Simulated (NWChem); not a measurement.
System: AlN$_{2}$H$_{5}$O; SMILES [NH2][Al]([NH2])[OH]

```xyz
9

Al     0.0210     0.0036    -0.0038
O      1.6394     0.5968    -0.0142
H      2.4045     0.0379     0.1845
N     -0.3685    -1.7391     0.0035
H      0.2973    -2.4985    -0.1456
H     -1.3067    -2.1253     0.1229
N     -1.2653     1.2338     0.0035
H     -2.2625     1.0665    -0.1325
H     -1.0847     2.2355     0.0843
```
Atoms are numbered in this order, from 1.

Computed with NWChem. Structure relaxed at the PBE-D3(BJ)/def2-SVP level. Ions are spin-unrestricted doublets at the neutral geometry; other ion states weren't tried. Functional: LC-ωPBE (HJS hole) with def2-SVP; rows give the range parameter ω in 1/bohr.

For range parameter (1/bohr) 0.30:

```
Quantity                               Result
-------------------------------------  ------
vertical ionisation energy, ΔSCF (eV)    9.12
−ε(HOMO) (eV)                            8.72
```

What are these values for range parameter (1/bohr) 0.20?

The vertical ionisation energy, ΔSCF (eV) is 8.76 and the −ε(HOMO) (eV) is 7.75.
